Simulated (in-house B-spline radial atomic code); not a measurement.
Ar3+ is squeezed into an impenetrable sphere of radius R (the orbitals vanish at R). All numbers are computed (scalar-relativistic (X2C) Hartree-Fock, spin-polarised, averaged over the determinants with the given up and down occupations; Fermi nucleus of rms radius 3.4274 fm) with a radial B-spline atomic code at the basis-set limit, not measured.

Energies in eV above the free ion in [Ne] 3s2 3p3:

```tsv
R (bohr)	highest level (eV)	[Ne] 3s2 3p3	[Ne] 3s2 3p2 3d1	[Ne] 3s1 3p3 3d1
9.74	-59.2	0	23.55	29.67
5.72	-59.2	0.000573	23.56	29.68
5.12	-59.2	0.004557	23.59	29.7
3.93	-59.1	0.2333	24.14	30.18
3.72	-58.9	0.4524	24.53	30.53
2.93	-56.8	4.928	30.28	36.19
2.6	-53.9	12.75	39	44.96
2	-37.2	68.67	96.02	102.4
1.77	-20.9	131.2	157.1	163.6
1.43	31.7	353.1	368.4	373.2
```

Problem. Does [Ne] 3s2 3p2 3d1 fall below [Ne] 3s2 3p3 under compression?

Solution. No, it stays above over the whole range.

Problem. Does [Ne] 3s1 3p3 3d1 fall below [Ne] 3s2 3p3 under compression?

Solution. No, it stays above over the whole range.

The highest level is first positive in the row R = 1.43 bohr, pushed up by confinement above the zero of the free ion's potential. Each configuration is held fixed and needn't be the lowest in the sphere.
